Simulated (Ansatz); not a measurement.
`FCC#[C][GaH2]` + fluoromethane → `FCC#CCF` + `[GaH3]` at 700 K and 1 bar (formal exchange of groups at a C–Ga bond).

Isolated molecules relaxed with PBE0-D4/def2-TZVP in Ansatz; ΔE leaves out vibrations. CBS: MP2 limit from def2 TZ/QZ plus the TZ coupled-cluster correction, frozen cores. This one scheme is used for every species. For Ga outer-core shells are correlated without core-valence functions, which leaves a few kJ/mol of doubt a bond. Scalar relativity is left out up to krypton.

```
        species  CCSD(T)/CBS energy (Eh)  H − E (kJ/mol)  S (J/(mol·K))
`FCC#[C][GaH2]`              -2140.21112           212.3          459.7
           `CF`               -139.63461           133.6          263.9
      `FCC#CCF`               -354.11056           256.9          441.0
       `[GaH3]`              -1925.70545            80.8          262.3
```

H − E and S are ideal-gas, rigid-rotor, harmonic terms from PBE0-D4/def2-TZVP, for one conformer and one mirror image of each species. 1 Eh = 2625.50 kJ/mol, R = 8.31446 J/(mol·K).

Problem. By hand: ΔE, ΔH, ΔS and ΔG.

Solution. ΔE = (-354.11056) + (-1925.70545) − (-2140.21112) − (-139.63461) = 0.02972 Eh = 78.0 kJ/mol. Δ(H − E) = 256.9 + 80.8 − 212.3 − 133.6 = -8.2, so ΔH = 69.8 kJ/mol. ΔS = 441.0 + 262.3 − 459.7 − 263.9 = -20.3 J/(mol·K). ΔG = 69.8 − 700 × (-20.3)/1000 = 84.0 kJ/mol.

Problem. By hand: the equilibrium constant, and the temperature at which ΔG would vanish if ΔH and ΔS stayed fixed.

Solution. log₁₀ K = −ΔG/(RT ln 10) = -6.3. ΔH and −TΔS have one sign here, so there is no such temperature.

ΔH outweighs TΔS. A doubt of 5 kJ/mol in ΔE shifts log₁₀ K by 0.4 here. Other conformers and mirror images would add mixing entropy, several J/(mol·K) or more a flexible species. Modes under 60 cm⁻¹, often nearly free rotors, make the harmonic entropy too high. These are equilibria of isolated gas molecules and say nothing of rates. Largest T1 diagnostic: 0.013 (customary marks: 0.02 for closed shells, 0.045 for open ones).
